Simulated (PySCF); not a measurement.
**Name the molecule from its bond curve**

A diatomic of charge +1 contains Br. Its doublet curve at UHF-MP2 in a triple-zeta basis (no relativity, PySCF), in eV from the separated fragments:

R (Å), E (eV) and a bar:
```
    1.252     -3.329 #################
    1.310     -3.662 #######
    1.369     -3.844 ##
    1.412     -3.903 
    1.456     -3.910 
    1.500     -3.876 #
    1.558     -3.780 ####
    1.631     -3.601 #########
    1.718     -3.329 #################
    1.835     -2.897 ##############################
```

The fit gives ωe = 2530 cm⁻¹ and the rotational constant Bₑ = 8.161 cm⁻¹.

Question: Which atom is the partner?

Answer: The minimum lies at 1.441 Å, so the reduced mass is 16.8576 u Å² cm⁻¹/(Bₑ·Re²) = 0.9948 u. With Br at 78.92 u the partner weighs about 1.0 u: H. The molecule is HBr⁺.

Correlated steps freeze 9 core orbitals. Spin–orbit coupling is left out. The state is the lowest determinant that a PBE0 search found; another state may lie lower at other levels.
